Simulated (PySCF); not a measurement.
**Cu (copper, neutral) across methods**

[Ar] 3d9 4s2, 2D determinant (an excited configuration). Calculation: PySCF 2.14, in aug-cc-pVTZ-PP with one added diffuse shell each of s, p, d, f, g type with ECP10MDF (7s7p6d4f3g, 113 functions); a scalar-relativistic core potential.

```json
{"method": "r2SCAN", "E (hartree)": "-197.1458", "mean ε 3d β (eV)": "-9.228", "mean ε 4s α (eV)": "-6.149", "mean ε 4s β (eV)": "-5.965", "Σ⟨r²⟩ (bohr²)": "33.50", "⟨S²⟩": "0.752"}
{"method": "wB97M-V", "E (hartree)": "-197.0918", "mean ε 3d β (eV)": "-14.116", "mean ε 4s α (eV)": "-8.679", "mean ε 4s β (eV)": "-8.521", "Σ⟨r²⟩ (bohr²)": "33.94", "⟨S²⟩": "0.751"}
{"method": "LDA", "E (hartree)": "-196.8803", "mean ε 3d β (eV)": "-9.215", "mean ε 4s α (eV)": "-6.129", "mean ε 4s β (eV)": "-5.952", "Σ⟨r²⟩ (bohr²)": "33.40", "⟨S²⟩": "0.751"}
{"method": "UHF", "E (hartree)": "-196.18549", "mean ε 3d β (eV)": "-18.768", "mean ε 4s α (eV)": "-8.022", "mean ε 4s β (eV)": "-7.785", "Σ⟨r²⟩ (bohr²)": "35.27", "⟨S²⟩": "0.752"}
{"method": "PBE", "E (hartree)": "-197.2461", "mean ε 3d β (eV)": "-9.079", "mean ε 4s α (eV)": "-5.879", "mean ε 4s β (eV)": "-5.697", "Σ⟨r²⟩ (bohr²)": "33.75", "⟨S²⟩": "0.751"}
{"method": "PBE0", "E (hartree)": "-197.1904", "mean ε 3d β (eV)": "-11.636", "mean ε 4s α (eV)": "-6.596", "mean ε 4s β (eV)": "-6.409", "Σ⟨r²⟩ (bohr²)": "33.82", "⟨S²⟩": "0.751"}
{"method": "LC-wPBE", "E (hartree)": "-197.2605", "mean ε 3d β (eV)": "-14.211", "mean ε 4s α (eV)": "-8.928", "mean ε 4s β (eV)": "-8.725", "Σ⟨r²⟩ (bohr²)": "33.63", "⟨S²⟩": "0.751"}
{"method": "wB97X", "E (hartree)": "-197.2486", "mean ε 3d β (eV)": "-14.166", "mean ε 4s α (eV)": "-8.793", "mean ε 4s β (eV)": "-8.656", "Σ⟨r²⟩ (bohr²)": "33.74", "⟨S²⟩": "0.751"}
```

Energies and moments cover only the electrons outside the core potential.
